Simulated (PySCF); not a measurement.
C3H9BN2. Atoms are numbered in the order given.

```xyz
15

C      2.1842    -1.2984    -0.0461
C      1.5841    -0.1387     0.2602
C      0.5633     0.5721    -0.5752
B     -0.9384     0.3689    -0.0333
N     -1.2547    -0.8405     0.6331
N     -1.9049     1.3868    -0.2560
H      1.9993    -1.8031    -1.0008
H      2.8900    -1.7778     0.6381
H      1.8103     0.3203     1.2320
H      0.5998     0.1965    -1.6146
H      0.7949     1.6519    -0.6196
H     -2.1710    -1.0926     0.9833
H     -0.5410    -1.5429     0.7950
H     -2.8797     1.3180     0.0129
H     -1.6829     2.2509    -0.7338
```
Charge 0, spin multiplicity 1.

Coordinates come from a TPSSh-D3(BJ)/def2-SVP optimisation. The structure was generated by enumeration, and PubChem lists no compound with its InChIKey, so it may never have been made. Other conformers were not sampled.

Computed with ωB97X/def2-TZVP run with PySCF.

Gas-phase values at a fixed geometry.

Computed frontier levels, gap, dipole moment and polarisability:
```json
{
  "highest_occupied_level": "-9.25 eV",
  "lowest_empty_level": "2.67 eV",
  "orbital_gap": "11.91 eV",
  "dipole_moment": "0.332 e·Å",
  "quadrupole, principal values (traceless, Buckingham form, about the centre of nuclear charge)": "-5.46, 0.82, 4.64 D·Å",
  "mean_static_polarisability": "66.1 bohr³ (9.79 Å³)",
  "polarisability_principal_values": "54.4, 59.4, 84.5 bohr³"
}
```
